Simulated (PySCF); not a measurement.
A structure optimised at PBE0-D3(BJ)/def2-SVP, used in a PySCF frequency run:

```
B
Cl 1 1.7612
S 1 1.8000 2 116.03
H 3 1.3500 1 98.03 2 180.00
S 1 1.8000 2 116.03 3 180.00
H 5 1.3500 1 98.03 2 180.00
```

Problem. Write its SMILES, formula and point group.

Solution. SB(S)Cl, BClH2S2, C2v

Problem. What are its rotational constants (standard atomic weights)?

Solution. 3.1958, 2.9619, 1.5372 GHz
